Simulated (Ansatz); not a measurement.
Program: Ansatz 0.2.0.

`C[O][Al]([CH3])[Cl]` at its PBE0-D4/def2-TZVP geometry, where that method's forces vanish. Charge 0, multiplicity 1.

```
atom    x (Å)    y (Å)    z (Å)
  C1   1.6557  -1.2451  -0.8866
  O2   0.7967  -0.5845  -0.0016
 Al3  -0.5518   0.4022  -0.1535
  C4  -1.4538   1.1127   1.3972
 Cl5  -1.2157   0.8294  -2.1050
  H6   1.3844  -1.0765  -1.9350
  H7   1.6323  -2.3226  -0.6954
  H8   2.6833  -0.8982  -0.7383
  H9  -2.4931   0.7743   1.4302
 H10  -1.4768   2.2055   1.3671
 H11  -0.9612   0.8027   2.3208
```

(1) For each bond, give half the difference of the two atoms' forces along it (eV/Å; positive pushes the atoms apart) under PBE-D4, r2SCAN-D4, B3LYP-D4, ωB97M-V in def2-TZVPP. (Estimate.)

Answers

(1) The calculation gave: 
```tsv
bond	length (Å)	PBE-D4	r2SCAN-D4	B3LYP-D4	ωB97M-V
C1–O2	1.399	0.22	0.29	0.32	0.30
C1–H6	1.096	0.07	-0.06	-0.09	-0.10
C1–H7	1.095	0.09	-0.06	-0.10	-0.12
C1–H8	1.095	0.09	-0.06	-0.10	-0.12
O2–Al3	1.678	0.18	-0.05	-0.07	-0.04
Al3–C4	1.930	-0.11	-0.05	0.00	-0.04
Al3–Cl5	2.105	0.08	0.01	0.10	0.05
C4–H9	1.094	0.11	0.00	-0.04	-0.05
C4–H10	1.093	0.11	0.00	-0.04	-0.05
C4–H11	1.092	0.10	-0.01	-0.04	-0.05
```

B3LYP here is the variant with VWN-RPA as its local correlation; programs differ in this.
